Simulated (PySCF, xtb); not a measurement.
B(H)(Br)(vinyl) (C2H4BBr), SMILES B(C=C)Br.

xtb with GFN2-xTB at its own geometry gives an orbital gap of 2.93 eV and a dipole moment of 3.82 D.

Geometry: B3LYP-D3(BJ)/def2-SVP. The structure was generated by enumeration, and PubChem lists no compound with its InChIKey, so it may never have been made. One conformer was computed; it need not be the lowest.

What does r2SCAN/def2-TZVP (PySCF) give? (An estimate is asked for; the answer gives what the named calculation found.)

gap 4.00 eV (levels -7.08 and -3.08 eV), dipole 1.86 D.
